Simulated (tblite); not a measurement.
Species: C3H5F2OSi (doublet state).
Z-matrix (Å and degrees, GFN2-xTB geometry), rows numbered from 1:
```
C 
C   1  1.3210
O   2  1.3438  1  125.54
Si  3  1.6299  2  133.66  1    -2.61
C   4  1.9327  3   99.68  2  -177.65
F   5  1.3660  4  110.13  3    79.48
F   5  1.3610  4  110.86  3  -164.22
H   1  1.0728  2  120.90  3  -179.72
H   1  1.0759  2  121.24  3    -0.68
H   2  1.0831  1  122.62  3   179.73
H   4  1.4576  3  113.35  2   -59.14
H   5  1.0988  4  115.83  3   -41.87
```

Computed values, GFN2-xTB/tblite, gas phase, harmonic and unscaled. Against measured fundamentals such values can be off by several per cent, at times by over 20. Modes of hydrogen on silicon can be 10 to 20 % off. One conformer, not necessarily the lowest. Open shells enter through the occupations alone, without spin polarisation, and single modes of such species can be off by tens of per cent.

Harmonic wavenumbers (cm⁻¹): 31.4, 45.6, 90.9, 159.9, 178.1, 243.1, 309.3, 480.0, 517.0, 540.9, 637.6, 664.5, 671.8, 740.2, 836.0, 981.2, 983.2, 994.8, 1068.4, 1191.3, 1221.7, 1262.3, 1283.6, 1380.1, 1688.2, 2296.3, 2896.4, 3045.9, 3122.4, 3170.7.

A = 6304, B = 989.1, C = 913.8 MHz; mass 123.008 u (most abundant isotopes); point group C1, symmetry number 1; spin multiplicity 2.

Question: What is the zero-point energy?

Answer: Half the sum of the wavenumbers: 16366 cm⁻¹ = 46.79 kcal/mol.

Question: Entropy at 350 K, 1 bar (ideal gas, RRHO, classical rotation)?

Answer: Translation 41.16, rotation 28.90, vibration 30.35, spin (R ln 2) 1.38: S = 101.8 cal/(mol K).

Question: And Cp and H(350 K) − H(0)?

Answer: Cp = 34.42 cal/(mol K), of which vibrations give 26.47 (their classical limit is 30 R = 59.6); H(350 K) − H(0) = 7.85 kcal/mol without the zero-point energy, 5.07 from vibrations.

Question: Blend soft modes into free rotors: weight 1/[1 + (100 cm⁻¹/ν̃)⁴] for the oscillator and the rest for a rotor with moment μB/(μ + B), μ = h/(8π²ν), B = 10⁻⁴⁴ kg m². What vibrational entropy results?

Answer: 26.47 cal/(mol K) in place of 30.35, which changes −T·S at 350 K by +1.36 kcal/mol.

Question: How do the functions run with temperature in this model?

Answer: 
| T (K) | S (cal/(mol K)) | Cp (cal/(mol K)) | H − H(0) (kcal/mol) | G − H(0) (kcal/mol) | ln q(vib) |
| --- | --- | --- | --- | --- | --- |
| 150 | 79.0 | 20.9 | 2.28 | -9.57 | 3.55 |
| 250 | 91.3 | 27.9 | 4.72 | -18.11 | 5.86 |
| 298.15 | 96.5 | 31.2 | 6.15 | -22.64 | 6.90 |
| 400 | 106.6 | 37.2 | 9.64 | -32.99 | 9.02 |
| 600 | 123.4 | 45.7 | 18.00 | -56.05 | 12.90 |
| 900 | 143.5 | 53.2 | 32.95 | -96.21 | 18.07 |

q(vib) and H(0) count from the zero-point level.

Question: What must be added to the electronic energy to get the Gibbs energy at 350 K and 1 bar?

Answer: ZPE + [H(350 K) − H(0)] − T·S = 46.79 + 7.85 − 35.63 = 19.01 kcal/mol.

Hindered rotation and anharmonicity are outside this model. Other conformers, if any are populated, would add a mixing term that is left out. The structure is chiral; the term R ln 2 for an equal mix with its mirror image is left out.
